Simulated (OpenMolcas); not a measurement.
N, P, As, Sb, Bi: ns² np³ down the group

```yaml
Program: OpenMolcas
Method: XMS-CASPT2, IPEA 0.25 Eh, imaginary shift 0.1 Eh
Basis: ANO-RCC-VTZP
Scalar_Hamiltonian: DKH2, point nucleus
Spin-orbit_coupling: state interaction with AMFI integrals over the reference wave functions, term energies averaged over their components
```

Active space for each ion: 5 electrons in 8 orbitals (s p s p); closed shells correlated by CASPT2: N 1s; P 2s 2p; As 3d; Sb 4d; Bi 5d.

Computed levels in cm-1 above ⁴S°_3/2:

| Level | N | P | As | Sb | Bi |
| --- | --- | --- | --- | --- | --- |
| ²D°_3/2 | 20080 | 12280 | 11610 | 10160 | 10400 |
| ²D°_5/2 | 20080 | 12300 | 11870 | 11250 | 14580 |
| ²P°_1/2 | 29490 | 19470 | 19130 | 18620 | 21830 |
| ²P°_3/2 | 29490 | 19480 | 19420 | 19990 | 30190 |
| weight of ⁴S° in the lowest level (%) | 100 | 100 | 100 | 98 | 72 |

Mixed levels, with the weight of the term that names them: Bi ⁴S°_3/2 (72 %), Bi ²D°_3/2 (67 %), Bi ²P°_3/2 (69 %).

Measured, with the error of the calculation in %. Measured levels: N, P, As, Sb, Bi from NIST Handbook of Basic Atomic Spectroscopic Data.

```tsv
Level	N	P	As	Sb	Bi
²D°_3/2	19233 (+4.4)	11361 (+8.1)	10593 (+9.6)	8512 (+19.4)	11419 (-8.9)
²D°_5/2	19224 (+4.5)	11377 (+8.1)	10915 (+8.8)	9854 (+14.1)	15438 (-5.6)
²P°_1/2	28839 (+2.3)	18723 (+4.0)	18186 (+5.2)	16395 (+13.6)	21661 (+0.8)
²P°_3/2	28839 (+2.3)	18748 (+3.9)	18648 (+4.1)	18464 (+8.3)	33165 (-9.0)
```

Without spin-orbit coupling ²D° lies 20080, 12290, 11790, 10820, 10170 cm-1 above ⁴S° in that order; the difference to the level ²D°_3/2, of either sign, comes from spin-orbit coupling, which also lowers the zero.

Term energies are means over components that CASPT2 splits; among the terms shown or strongly mixed into the levels shown the widest spread is 610 cm-1 (3s² 3p³ ²D°, P). Over all roots computed the reference weight is 0.87 to 0.96 in P, 0.87 to 0.96 in As; the roots of lowest weight are the least certain, and an intruder state may touch them. Active for correlation alone: 3p 3s; no level in the range computed is led by a configuration that fills them, so any true level of that kind is missing (holds for N). Active for correlation alone: 4p 4s; no level in the range computed is led by a configuration that fills them, so any true level of that kind is missing (holds for P). Active for correlation alone: 5p 5s; no level in the range computed is led by a configuration that fills them, so any true level of that kind is missing (holds for As). Some high roots are left out of the spin-orbit mixing, which shifts the levels that they would mix with (holds for Sb). Active for correlation alone: 6p 6s; no level in the range computed is led by a configuration that fills them, so any true level of that kind is missing (holds for Sb). Some terms miss by over 15 % even with CASPT2, which points to a basis or an active space too small for the shells correlated (holds for Sb). Active for correlation alone: 7p 7s; no level in the range computed is led by a configuration that fills them, so any true level of that kind is missing (holds for Bi). Computed and measured levels are paired by configuration, term and J; levels that our copy of the source lacks, or whose pairing is in doubt (as where it misses far off the trend of its configuration), stay unpaired and out of the deviations. Only configurations of the active space appear.

° marks odd parity.
